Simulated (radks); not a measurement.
Results of a calculation; reference values are marked as such.
Effect of the nuclear size on the antimony ion Sb2+, [Kr] 4d10 5s2 5p1. Code: a radial shooting solver on a logarithmic mesh with Libxc functionals. Model: Dirac Kohn-Sham, BLYP, spin-unpolarised, spherical densities, finite nucleus; open shells are shared between the two j in proportion to 2j + 1; Fermi nuclear charge, rms radius 4.6802 fm. The rms radius is varied about that value; shifts are against it.

rms radius (fm)  total energy shift (eV)  density at nucleus (e/bohr^3)  1s1/2 shift (meV)  2s1/2 shift (meV)  4p1/2 shift (meV)  5s1/2 shift (meV)  5p1/2 shift (meV)  5p3/2 shift (meV)  6s1/2 (empty) shift (meV)
3.7676                             -1.65                      2.164e+05               -690              -79.6              0.278             -0.343              0.074              0.078                     -0.073
4.2964                            -0.729                      2.119e+05               -305              -35.2              0.123             -0.152              0.033              0.034                     -0.032
4.6802                                 0                       2.09e+05              0.000              0.000              0.000              0.000              0.000              0.000                      0.000
4.9985                             0.644                      2.068e+05                270               31.1             -0.109              0.134             -0.029             -0.030                      0.029
5.5133                              1.76                      2.036e+05                738               85.1             -0.297              0.367             -0.079             -0.083                      0.078

Slopes of the eigenvalues against <r^2> in GHz/fm^2, as finite differences over the two radii next to the reference (eigenvalue slopes, not the field-shift constants of lines): 1s1/2 21300, 2s1/2 2460, 4p1/2 -8.59, 5s1/2 10.6, 5p1/2 -2.29, 5p3/2 -2.40, 6s1/2 (empty) 2.26.
